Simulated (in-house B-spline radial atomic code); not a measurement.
# Solving the quasi-particle equation for 4p of Nb⁵⁺

Configuration [Ar] 3d10 4s2 4p6, start r2SCAN; correlation leaves out the 5 deepest shells. Computed with a B-spline radial code for spherical atoms: all electrons, scalar-relativistic (spin-free one-electron X2C), finite nucleus, each spin shell either full or empty, empty states to l = 9 with an (l + 1/2)⁻⁴ tail; G0W0 by contour deformation at full frequency.

At the mean-field level ε = -94.78 eV the matrix elements are Σx = -35.723 eV, v_xc = -28.206 eV and Σc(ε) = -1.077 eV, and the slope of the correlation self-energy is dΣc/dω = -0.0418. The quasi-particle energy solves E = ε + Σx − v_xc + Σc(E).

What does the linearised equation give?

Z = 1/(1 − dΣc/dω) = 1/1.0418 = 0.9599. The first-order shift is Σx − v_xc + Σc(ε) = -35.723 − (-28.206) + (-1.077) = -8.594 eV, so E ≈ ε + Z × shift = -94.78 + 0.9599 × (-8.594) = -103.029 eV.

How does that compare with the full solution and with static screening?

Solving the equation at full frequency dependence gives E = -103.018 eV, where Σc = -0.720 eV and the weight is 0.957; the linearised value is off by 12 meV. Leaving Z out would give -103.374 eV. Static COHSEX puts -3.847 eV in place of Σc and gives -106.144 eV, 3.13 eV deeper.
